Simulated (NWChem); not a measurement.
AlH3Se; SMILES [SeH][AlH2]

```xyz
5

Al    -0.1396     1.6349     0.0708
H     -1.3585     2.4790    -0.4821
H      1.2929     2.2265     0.3957
Se    -0.5322    -0.6372     0.4147
H      0.8480    -0.8870     0.8958
```
Atoms are numbered in this order, from 1.

The geometry was optimised at B3LYP/6-31G* (spherical d).

Spin-orbit effects, on the heavy nuclei and on their neighbours, are missing.

Task: Give the principal values of the shielding tensors (ppm) of Al1, Se4 from B3LYP/6-311G** (spherical d), GIAO (NWChem), with their diamagnetic and paramagnetic parts as GIAO splits them.

Result: 
```csv
atom,σ11,σ22,σ33,isotropic,diamagnetic,paramagnetic
Al1,207.6,271.0,382.4,287.0,794.5,-507.5
Se4,1517.4,2046.8,2078.2,1880.8,2999.1,-1118.3
```
